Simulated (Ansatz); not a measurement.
`[SiH3][O][Cd][Cl]` + `C[O][AlH][Br]` → `[SiH3][O][AlH][Br]` + `C[O][Cd][Cl]`  (redistribution)

Computed with Ansatz on PBE0-D4/def2-TZVP structures; ΔE is electronic, products minus reactants. CCSD(T)/CBS adds triple-zeta CCSD(T) − MP2 to the extrapolated MP2 energy (def2 sets, frozen cores). Functionals use def2-TZVPP. B3LYP here is the variant with VWN-RPA as its local correlation; programs differ in this. HSE06 is defined as in plane-wave codes. Elements past krypton have def2 core potentials. For Br, Cd outer-core shells are correlated without core-valence functions, which leaves a few kJ/mol of doubt a bond. Scalar relativity is left out up to krypton. Each species was taken in one conformer, which may not be the lowest.

`[SiH3][O][Cd][Cl]`:

Cartesian coordinates in Å:
```
Si 1.198 0.029 0.392
O -0.358 -0.404 0.587
Cd -2.003 -0.171 -0.439
Cl -3.958 0.042 -1.543
H 1.353 1.511 0.290
H 1.982 -0.449 1.562
H 1.786 -0.558 -0.848
```

`C[O][AlH][Br]`:

Z-matrix (Å, degrees):
```
C
O 1 1.400
H 1 1.094 2 109.8
H 1 1.094 2 109.8 3 118.7
H 1 1.096 2 112.3 3 -120.6
Al 2 1.672 1 136.8 3 119.9
Br 6 2.257 2 118.8 1 0.0
H 6 1.565 2 119.7 1 -180.0
```

`[SiH3][O][AlH][Br]`:

Cartesian coordinates in Å:
```
Si 1.310 0.265 0.578
O 0.053 -0.302 -0.292
Al -1.507 -0.498 -0.862
Br -3.142 0.761 0.034
H 0.895 1.429 1.406
H 1.819 -0.809 1.470
H 2.395 0.688 -0.344
H -1.823 -1.535 -1.990
```

`C[O][Cd][Cl]`:

```xyz
7

C    -0.452   -0.559    0.925
O    -0.497    0.665    0.243
Cd    0.576    1.018   -1.362
Cl    1.746    1.577   -3.218
H    -0.773   -1.411    0.309
H     0.543   -0.794    1.328
H    -1.141   -0.496    1.775
```

```
             level  ΔE (kcal/mol)  difference from CCSD(T)/CBS
            B97M-V            1.0                         -0.6
          B3LYP-D4            1.0                         -0.6
        r2SCANh-D4            1.1                         -0.5
            B2PLYP            1.4                         -0.2
             B3LYP            0.8                         -0.8
           r2SCAN0            1.5                         -0.1
             HSE06            1.3                         -0.3
RPA@PBE/def2-TZVPP            1.6                          0.0
       HF/def2-SVP            2.1                          0.5
  CCSD(T)/def2-SVP            2.1                          0.5
     HF/def2-TZVPP            2.2                          0.6
CCSD(T)/def2-TZVPP            1.8                          0.2
     HF/def2-QZVPP            2.1                          0.5
      HF/CBS(def2)            2.1                          0.5
     MP2/CBS(def2)            1.9                          0.3
    CCSD/CBS(def2)            1.7                          0.1
       CCSD(T)/CBS            1.6                            0
```

(1) What do rigid-rotor, harmonic-oscillator terms from PBE0-D4/def2-TZVP frequencies (298.15 K, 1 bar) make of the CCSD(T)/CBS value? (Estimate.)

Largest T1 diagnostic among the species: 0.016.

## Answers

(1) Ansatz gave: ΔZPE = -0.2 kcal/mol, ΔH = +1.4 kcal/mol, ΔS = 11 J/(mol·K), ΔG = +0.6 kcal/mol. Modes under 50 cm⁻¹ make the entropy rough.

From BLYP to BHLYP (50 % exact exchange), in def2-TZVPP and without D4, ΔE moves by +1.5 kcal/mol. Leaving LDA and LC-ωPBE aside and taking each functional with its dispersion term where it has one, the values, not all of them listed here, spread over 1.8 kcal/mol, from BLYP-D4 to ωB97M-V.
